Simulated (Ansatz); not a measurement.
A structure relaxed at PBE-D4/def2-SVPD in Ansatz, charge -1, singlet:

```
atom    x (Å)    y (Å)    z (Å)
 Sn1  -0.6209   1.0199   2.6244
 Sn2  -0.1049  -0.8150   0.0514
 Sn3  -0.5445   2.0455  -0.2980
 Sn4   0.5135   0.5332  -2.7865
  H5   1.1836   0.9311   2.7418
  H6   2.2113   0.4933  -2.1591
  H7  -1.3912  -1.9860  -0.1137
  H8  -2.2514   1.5304  -0.6091
  H9  -0.6386  -0.8264   2.2849
 H10   1.3456  -1.6986   0.4352
 H11   0.2975  -1.2274  -2.1714
```

Q: Give its formula and point group.

A: the cluster Sn₄H₇⁻. Point group Cs (tolerance 0.1 Å).

Q: Summarise the bond lengths by kind (pairs closer than 1.2 times the sum of covalent radii, bridged metal pairs left out).

A: 5 × Sn–Sn 2.92 to 3.20 Å; 7 × H–Sn 1.74 to 1.88 Å.

In the def2 sets Sn takes a core potential; there is no spin–orbit coupling. Another isomer (singlet) lies 0.74 eV lower at PBE0-D4/def2-TZVPD; other spin states weren't run for this one.
